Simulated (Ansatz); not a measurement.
C2H6FNSi (`C=C(F)N[SiH3]`), relaxed with RKS PBE-D4/def2-SVP in Ansatz from a rough embedded geometry. The force threshold is 0.03 eV/Å; the program also tests the step.

Charge 0, multiplicity 1.

Start:

```xyz
11

C    -1.954   -0.441   -0.588
C    -0.915    0.212   -0.246
F    -0.997    1.536   -0.358
N     0.287   -0.327    0.137
Si    1.764    0.316    0.529
H    -2.904    0.049   -0.939
H    -2.046   -1.542   -0.529
H     0.269   -1.351    0.134
H     1.565    1.615    1.297
H     2.441    0.591   -0.758
H     2.490   -0.658    1.321
```

Problem. How much energy does the relaxation release, and in how many steps? (Estimate.)

Solution. Computed: 15.62 kcal/mol, in 8 steps.

Problem. Which bonds change most? (An estimate is asked.)

Solution. The calculation gave: N4–Si5 from 1.658 to 1.770 Å; C1–C2 from 1.274 to 1.348 Å; Si5–H11 from 1.450 to 1.501 Å; C1–H6 from 1.125 to 1.096 Å.

Problem. Give the relaxed structure. (An estimate is asked.)

Solution. Computed: 
```xyz
11

C    -2.081   -0.462   -0.622
C    -0.890    0.098   -0.332
F    -0.679    1.418   -0.570
N     0.249   -0.465    0.207
Si    1.758    0.406    0.518
H    -2.879    0.155   -1.049
H    -2.258   -1.528   -0.435
H     0.179   -1.461    0.420
H     1.579    1.520    1.509
H     2.362    0.966   -0.739
H     2.661   -0.647    1.092
```
